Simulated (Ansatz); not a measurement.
C3H10O3Si2 (`C=C[Si@@H](O)O[Si@@H](C)O`) at its PBE0-D4/def2-TZVP geometry, where that method's forces vanish. Charge 0, multiplicity 1.

```
atom   x (Å)   y (Å)   z (Å)
  C1   1.242   0.778   3.004
  C2   0.566   1.325   1.997
 Si3   0.993   1.023   0.226
  O4   2.107  -0.201   0.222
  O5  -0.334   0.582  -0.611
 Si6  -1.142  -0.824  -0.901
  C7  -2.134  -0.672  -2.451
  O8  -0.064  -2.047  -1.103
  H9   0.975   0.954   4.043
 H10   2.090   0.124   2.826
 H11  -0.280   1.970   2.229
 H12   1.561   2.213  -0.454
 H13   2.758  -0.186  -0.480
 H14  -2.008  -1.083   0.280
 H15  -1.486  -0.449  -3.302
 H16  -2.872   0.128  -2.359
 H17  -2.664  -1.604  -2.658
 H18   0.692  -2.032  -0.509
```

**Question.** For each bond, give half the difference of the two atoms' forces along it (eV/Å; positive pushes the atoms apart) under PBE-D4, r2SCAN-D4, B3LYP-D4, ωB97M-V in def2-TZVPP. (Estimate.)

**Answer.** Ansatz gave: 
| bond | length (Å) | PBE-D4 | r2SCAN-D4 | B3LYP-D4 | ωB97M-V |
| --- | --- | --- | --- | --- | --- |
| C1–H9 | 1.087 | 0.01 | -0.07 | -0.09 | -0.06 |
| C1–H10 | 1.086 | 0.03 | -0.05 | -0.08 | -0.05 |
| C2–Si3 | 1.846 | -0.21 | -0.09 | -0.01 | 0.01 |
| C2–H11 | 1.089 | 0.05 | -0.03 | -0.08 | -0.06 |
| Si3–O4 | 1.655 | 0.28 | 0.04 | 0.15 | 0.12 |
| Si3–O5 | 1.630 | 0.20 | 0.04 | 0.06 | 0.08 |
| Si3–H12 | 1.484 | -0.03 | -0.04 | -0.17 | -0.20 |
| O4–H13 | 0.958 | 0.32 | 0.02 | -0.03 | -0.05 |
| O5–Si6 | 1.647 | 0.18 | 0.02 | 0.06 | 0.07 |
| Si6–C7 | 1.846 | -0.09 | -0.03 | 0.03 | -0.03 |
| C7–H15 | 1.092 | 0.11 | 0.00 | -0.04 | -0.04 |
| C7–H16 | 1.093 | 0.11 | -0.01 | -0.04 | -0.04 |
| C7–H17 | 1.093 | 0.10 | -0.01 | -0.05 | -0.05 |
| O8–H18 | 0.961 | 0.34 | 0.01 | -0.04 | -0.06 |

B3LYP here is the variant with VWN-RPA as its local correlation; programs differ in this.
